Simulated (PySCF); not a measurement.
# Spin–spin coupling constants

Bonds (- single, = double, # triple, : aromatic): C1-C2 1.505 Å, C2-C3 1.496 Å, C3-C4 1.509 Å, C4-Ge5 1.938 Å, C4-C2 1.509 Å. C1 carries H6, H7, H8; C2 carries H9; C3 carries H10, H11; C4 carries H12; Ge5 carries H13, H14, H15. Stereochemistry as in C[C@@H]1C[C@H]1[GeH3]. H11 is cis to C1 on the ring; H10 is trans to C1 on the ring.

Couplings: B3LYP/pcJ-1 (pcSseg-1 on Ge) (without the spin–dipole term) in PySCF 2.14, geometry PBE0-D3(BJ)/def2-SVP; gas phase, one conformer, non-relativistic. Couplings are averaged over pairs made equivalent by symmetry, fast rotation or ring inversion, so a value needn't be that of the named pair in this geometry, while other rotamers aren't included; one pair stands for each set, and the list holds a selection of those of at least 0.8 Hz over up to four bonds.

Isotopes: 13C, 1H.

```tsv
pair	bonds	J (Hz)
C1, C2	1	46.3
C1, H6	1	?
C2, C3	1	17.2
C2, C4	1	?
C2, H9	1	?
C3, C4	1	11.8
C3, H10	1	169.3
C3, H11	1	?
C4, H12	1	162.9
C1, C4	2	-1.5
C2, H11	2	?
C2, H12	2	?
C3, H12	2	-2.0
C4, H10	2	-1.1
C4, H11	2	-2.0
C4, H13	2	8.1
H13, H14	2	10.1
C1, H11	3	6.0
C3, H6	3	5.1
H6, H9	3	6.8
H9, H10	3	9.1
H9, H11	3	?
H9, H12	3	6.8
H10, H12	3	7.6
H11, H12	3	?
H12, H13	3	2.0
```

Problem. Estimate the withheld couplings, with signs.

Solution. 
- 1J(C1,H6) = 132.3 Hz (bond length 1.102 Å, sp3 carbon)
- 1J(C2,C4) = 12.3 Hz (bond length 1.509 Å)
- 1J(C2,H9) = 163.9 Hz (bond length 1.097 Å, sp3 carbon)
- 1J(C3,H11) = 168.0 Hz (bond length 1.095 Å, sp3 carbon)
- 2J(C2,H11) = -1.8 Hz (angle at C3 118°)
- 2J(C2,H12) = -2.2 Hz (angle at C4 115°)
- 3J(H9,H11) = 5.5 Hz (dihedral angle 146°)
- 3J(H11,H12) = 11.2 Hz (dihedral angle 2°)

Relativistic effects of the heavier atoms present are left out.
